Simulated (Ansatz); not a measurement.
Consider the ligand exchange at a B–O bond: `C=CCOB(O)O` + `CCS` → `CCSB(O)O` + `C=CCO`.

Gas-phase electronic energies from Ansatz, PBE0-D4/def2-TZVP geometries. CCSD(T)/CBS adds triple-zeta CCSD(T) − MP2 to the extrapolated MP2 energy (def2 sets, frozen cores). Functionals use def2-TZVPP. B3LYP here is the variant with VWN-RPA as its local correlation; programs differ in this. One conformer a species, not always the lowest.

Is it downhill or uphill in electronic energy at CCSD(T)/CBS, and by how much? (Estimate.)

Ansatz gave: Uphill: ΔE = +58.9 kJ/mol.

What do these levels give: r2SCAN-D4, B3LYP-D4, r2SCAN, B3LYP, CCSD/def2-TZVPP, HF/CBS(def2)? (Estimate.)

Ansatz gave: r2SCAN-D4 55.4, B3LYP-D4 60.9, r2SCAN 55.9, B3LYP 65.4, CCSD/def2-TZVPP 65.6, HF/CBS(def2) 82.5 kJ/mol.

Largest T1 diagnostic among the species: 0.012.

The D4 term adds −4.5 kJ/mol with B3LYP and −2.3 kJ/mol with PBE0; it sums over pairs of atoms, weighted by their polarisabilities, and B3LYP, whose exchange is more repulsive, gets the larger term. In def2-TZVPP, CCSD(T) changes the Hartree–Fock value by −20.1 kJ/mol (the triples alone add −4.4 kJ/mol) and MP2 by −25.3 kJ/mol. From PBE to PBE0 (25 % exact exchange), in def2-TZVPP and without D4, ΔE moves by +5.2 kJ/mol.
